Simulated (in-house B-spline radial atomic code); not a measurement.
Successive ionisation energies of iridium; each step leads to the configuration of the next row (after the last: bare). Dirac energy differences include first-order Breit, QED and recoil terms. NIST's values go from ground level to ground level; the uncertainty of those that are theory runs from under 0.1 % in few-electron ions to several per cent in heavy many-electron ones. Computed with a B-spline radial code for spherical atoms: Dirac-Hartree-Fock, jj configuration that fills j = l - 1/2 first, finite nuclei.

A number in brackets counts the electrons of a j subshell.

| ion | configuration | ionisation energy (eV) | tabulated value (eV) | tabulated kind | computed minus tabulated (eV) | highest orbital | largest mean radius (bohr) |
| --- | --- | --- | --- | --- | --- | --- | --- |
| Ir66+ | [Ne] 3s1 | 7850.7 | 7850 | tabulated theory | 1 | 3s1/2 | 0.17315 |
| Ir67+ | [He] 2s2 2p6 | 17043.8 | 17040 | tabulated theory | 4 | 2p3/2 | 0.071745 |
| Ir68+ | [He] 2s2 2p1/2(2) 2p3/2(3) | 17400.5 | 17390 | tabulated theory | 11 | 2p3/2 | 0.071458 |
| Ir69+ | [He] 2s2 2p1/2(2) 2p3/2(2) | 17760.5 | 17770 | tabulated theory | -9 | 2p3/2 | 0.071172 |
| Ir70+ | [He] 2s2 2p1/2(2) 2p3/2(1) | 18123.8 | 18120 | tabulated theory | 4 | 2p3/2 | 0.070888 |
| Ir71+ | [He] 2s2 2p1/2(2) | 20211.6 | 20210 | tabulated theory | 2 | 2p1/2 | 0.070605 |
| Ir72+ | [He] 2s2 2p1/2(1) | 20648.2 | 20650 | tabulated theory | -2 | 2p1/2 | 0.070279 |
| Ir73+ | [He] 2s2 | 21199.4 | 21200 | tabulated theory | -1 | 2s1/2 | 0.069954 |
| Ir74+ | [He] 2s1 | 21556.0 | 21556.6 | tabulated theory | -1 | 2s1/2 | 0.069662 |
| Ir75+ | 1s2 | 86437.1 | 86442.44 | tabulated theory | -5 | 1s1/2 | 0.017346 |
| Ir76+ | 1s1 | 88113.0 | 88113.6 | tabulated theory | -1 | 1s1/2 | 0.017246 |

Question: Where is the largest jump?

Answer: From Ir74+ to Ir75+, by a factor of 4.01 (21556 to 86437 eV); the highest orbital goes from 2s1/2 to 1s1/2.
